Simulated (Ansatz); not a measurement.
# Redistribution: C3H4F4O + C2H2F2O → C3H5F3O + C2HF3O

Species: C3H4F4O `FCOC(F)C(F)F`, singlet; C2H2F2O `FC1(F)CO1`, singlet; C3H5F3O `FCOCC(F)F`, singlet; C2HF3O `FC1OC1(F)F`, singlet. The partners trade F for H; both sit on C, so the bond types are kept.

Shapes, held fixed at every level: PBE0-D4/def2-TZVP. Flexible molecules stand in one conformer, not always the lowest. Programs: Ansatz 0.2.0. Electronic energies: no zero-point or thermal term.

Problem. Estimate ΔE of this reaction.

Solution. The highest level, CCSD(T)/CBS estimate, gives ΔE = +19.9 kJ/mol; the levels span +10.8 to +19.9. The column of differences is taken from that level and isn't an error. No measured value is set beside it here. The CBS estimate extrapolates MP2 from def2-TZVPP and def2-QZVPP and adds CCSD(T) − MP2 in the triple-zeta set, cores frozen.

```csv
level,kind,ΔE (kJ/mol),less CCSD(T)/CBS estimate
PBE-D4/def2-TZVPP,GGA,+10.8,-9.1
r2SCAN-D4/def2-TZVPP,meta-GGA,+16.1,-3.8
B3LYP-D4/def2-TZVPP,global hybrid,+15.6,-4.3
wB97X-V/def2-TZVPP,range-separated hybrid,+16.9,-3.0
B2PLYP/def2-TZVPP,double hybrid,+18.1,-1.8
CCSD(T)/def2-TZVPP,coupled cluster or CI,+19.2,-0.7
CCSD(T)/CBS estimate,coupled cluster or CI,+19.9,0.0
```
